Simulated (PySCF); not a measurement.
## SbBr⁺ at PBE0

Level: PBE0. PySCF, scalar-relativistic core potentials, basis sets Sb def2-SVP with ECP28, Br def2-SVP.

| Property | Result |
| --- | --- |
| state | ²Π (doublet), unpaired electrons π ↑ |
| bond length | 2.404 Å |
| harmonic wavenumber | 313 cm⁻¹ |
| force constant | 2.76 mdyn/Å |
| rotational constant Be | 0.06109 cm⁻¹ |
| anharmonicity ωexe | 0.623 cm⁻¹ |
| vibration–rotation constant αe | 0.000163 cm⁻¹ |
| well depth De to Sb⁺ + Br | 3.29 eV |
| dissociation energy D0 | 3.27 eV |
| bond order (Mayer) | 1.60 |
| dipole moment (positive dipole points towards Br; it is taken about the centre of mass and depends on that origin) | -2.92 D |

These are scalar-relativistic numbers at best; spin–orbit coupling would shift them, the dissociation energy most. For an ion De counts to the pair picked by the measured ionisation energies or electron affinities, which need not be the lowest pair at this level. The state was picked by a PBE0 search and need not be the measured ground state.
